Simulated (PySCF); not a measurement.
C₅H₈SSi, SMILES [SiH3]Cc1cccs1 (GFN2-xTB optimised geometry):

```
15

Si     2.012    -2.210    -1.854
C      1.504    -1.812    -0.051
C      0.582    -0.656     0.000
C     -0.778    -0.656     0.000
C     -1.340     0.642     0.000
C     -0.400     1.617    -0.008
S      1.196     0.968    -0.013
H      2.707    -1.052    -2.416
H      0.802    -2.500    -2.624
H      2.895    -3.376    -1.823
H      1.015    -2.680     0.393
H      2.398    -1.601     0.537
H     -1.365    -1.558     0.008
H     -2.398     0.834     0.007
H     -0.533     2.680    -0.008
```

Calculation: CAM-B3LYP/def2-TZVP (PySCF).

What are the frontier orbital energies and the dipole moment?

HOMO-2 -10.83 eV, HOMO-1 -8.39 eV, HOMO -7.58 eV, LUMO 0.72 eV, LUMO+1 1.39 eV; dipole moment 0.65 D.

Meta-Löwdin charges at CAM-B3LYP/def2-TZVP: Si1 0.54, C2 -0.44, C3 -0.10, C4 -0.18, C5 -0.14, C6 -0.27, S7 0.26, H8 -0.10, H9 -0.10, H10 -0.11, H11 0.13, H12 0.13, H13 0.12, H14 0.13, H15 0.14.
